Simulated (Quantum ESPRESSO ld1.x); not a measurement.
Values are calculated unless marked as measured or tabulated.
Problem. Species: Au4+. Configuration: [Xe] 4f14 5d7 (the NIST ground configuration). Level of theory: Dirac Kohn-Sham, PW91, spin-unpolarised, spherical densities, point nucleus; open shells fill j = l - 1/2 first (ld1.x of Quantum ESPRESSO 7.5). Some entries of the table are withheld. Estimate them.

orbital  occ.  eigenvalue (eV)  <r^2> (bohr^2)
1s1/2       2         -80715.7       0.0003930
2s1/2       2         -14273.3        0.005935
2p1/2       2         -13687.9        0.004201
2p3/2       4         -11851.5        0.005389
3s1/2       2         -3408.69         0.03855
3p1/2       2         -3145.87         0.03516
3p3/2       4         -2740.62         0.04158
3d3/2       4         -2304.97         0.03189
3d5/2       6         -2217.89         0.03364
4s1/2       2         -780.921          0.1870
4p1/2       2         -668.887          0.1908
4p3/2       4         -571.669          0.2235
4d3/2       4         -388.564          0.2362
4d5/2       6         -370.461          0.2478
5s1/2       2         -160.040          0.9524
4f5/2       6         -135.621          0.2960
4f7/2       8         -131.802          0.3044
5p1/2       2         -123.393           1.108
5p3/2       4         -106.375           1.319
5d3/2       4         -56.0409           2.133
5d5/2       3         -54.0487           2.256
6s1/2       0         -44.6185           5.234
6p1/2       0         -35.6142           6.724
6p3/2       0         -32.9450           7.716
6d3/2       0         -21.3598             (1)
6d5/2       0         -21.0004             (2)
5f5/2       0              (3)           10.35
5f7/2       0              (4)           10.46

Solution. 
(1) 6d3/2 <r^2> (bohr^2): 13.01
(2) 6d5/2 <r^2> (bohr^2): 13.41
(3) 5f5/2 eigenvalue (eV): -18.3697
(4) 5f7/2 eigenvalue (eV): -18.3105
